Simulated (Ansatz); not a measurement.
```yaml
crystal:
  periodic: [true, true, true]
  atoms:
    - {symbol: F, position_ang: [1.354180, -0.946026, -0.143233]}
    - {symbol: Si, position_ang: [0.048932, -0.092011, 0.060367]}
    - {symbol: F, position_ang: [-0.599571, -0.540742, 1.421451]}
    - {symbol: Br, position_ang: [-1.336542, -0.506429, -1.562346]}
    - {symbol: Br, position_ang: [0.582902, 2.011408, 0.182360]}
basis:
  gaussian: {orbitals: pcseg-2}
hamiltonian: {xc: {name: r2SCAN}}
correlation: {method: rpa}
scf: {lower_state_search: off}
```

```sh
$ ansatz run in.yaml --threads 4 --pin off --events-out ev --progress --plain --max-ram 10444MiB
```

Shortened log:

```
Error: YAML parse error: error: line 2 column 3: crystal: missing field `lattice` (a structure is typed as `lattice` and `atoms`, a molecule's as `atoms` in Å alone, or read from a run's directory, `checkpoint`)
 --> <input>:2:3
1 | crystal:
2 |   periodic: [true, true, true]
3 |   atoms:
4 |     - {symbol: F, position_ang: [1.354180, -0.946026, -0.143233]}
```

**Question.** What is wrong with this run?

**Answer.** The molecule is marked periodic without a cell. The input was rejected before any iteration.
